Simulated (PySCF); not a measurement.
Simulation results for B$_{2}$ClH$_{2}$

Calculation on a computer-drawn molecule: the log of a Hartree-Fock and frozen-core CCSD(T) single point meant for a local Hartree-Fock minimum, with one planted fault or none, to be diagnosed. Offsets are logged minus clean, where the clean run is the same molecule without the fault. The reference is restricted for singlets and unrestricted otherwise, and also for a bond in bohr or an excited solution. Adding or removing an electron swaps singlet and doublet. The excited solution moves the top pair (singlet) or top alpha electron (doublet) to the lowest empty orbital. Highest occupied and lowest empty are orbital energies over both spins, largest force is the largest gradient component, triples share is (T) over the correlation energy, the T1 limit is 0.02 restricted and 0.045 unrestricted, electrons count all cores, a negative frequency is imaginary (commonest isotopes), and the dipole is about the centre of nuclear charge. Program: PySCF 2.14.0.

```yaml
- formula: B2ClH2
  logged_structure:
    atoms_angstrom:
      - [B, -0.248, 0.1467, -1.699]
      - [B, -1.7507, 0.1384, -0.9293]
      - [Cl, -3.1511, 0.1306, -0.212]
      - [H, 0.6625, -0.2065, -1.0789]
      - [H, -0.2221, 0.505, -2.7986]
  given:
    meant_charge: 1
    meant_multiplicity: 1
    meant_basis: "cc-pV(D+d)Z"
    logged_electrons: 28
    logged_basis_functions: 61
    logged_SCF_converged: "yes"
    logged_spin_squared: 0.0
    "logged_highest_occupied [eV]": -19.995
    "logged_lowest_empty [eV]": -6.1082
    "logged_largest_force [hartree/bohr]": 0.032018
    logged_T1_diagnostic: 0.016209
    logged_D1_diagnostic: 0.041632
    logged_triples_share: 0.030661
    logged_CC_converged: "yes"
    "logged_dipole_magnitude [debye]": 2.0672
    logged_SCF_stable_within_its_kind: "yes"
    "logged_energy_HF [hartree]": -509.73418
    "logged_energy_CCSD(T) [hartree]": -510.05255
    possible_faults: "no fault, one electron removed, one electron added, multiplicity raised by two, geometry at a saddle point, SCF held on an excited solution, minimal basis STO-3G, one bond length entered in bohr, all coordinates scaled"
    drawn_bonds_atom: [1, 2, 1, 1]
    drawn_bonds_other_atom: [2, 3, 4, 5]
    drawn_bonds_order: [1, 1, 1, 1]
  results:
    planted_fault: "all coordinates scaled, by -2.5 %"
    "HF_energy_offset_from_clean_run [kcal/mol]": 1.795
    "CCSD(T)_energy_offset_from_clean_run [kcal/mol]": 2.605
```
